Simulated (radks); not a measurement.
Task: Species: Pr30+. Configuration: [Ar] 3d10 4s1. Calculated with a radial shooting solver on a logarithmic mesh with Libxc functionals: scalar-relativistic Kohn-Sham, PBE, spin-unpolarised, spherical densities, point nucleus. Some entries of the table are withheld. Estimate them.

orbital  occ.  eigenvalue (hartree)  <1/r> (bohr^-1)
1s          2             -1577.158            64.70
2s          2             -286.5775              (1)
2p          6             -260.7220            14.13
3s          2             -90.37730            5.534
3p          6             -82.16218            5.248
3d         10             -70.90986            4.994
4s          1             -42.41537            2.657
4p          0             -39.33236            2.530
5s          0                   (2)              (3)

Result: 
(1) 2s <1/r> (bohr^-1): 14.96
(2) 5s eigenvalue (hartree): -24.74033
(3) 5s <1/r> (bohr^-1): 1.578
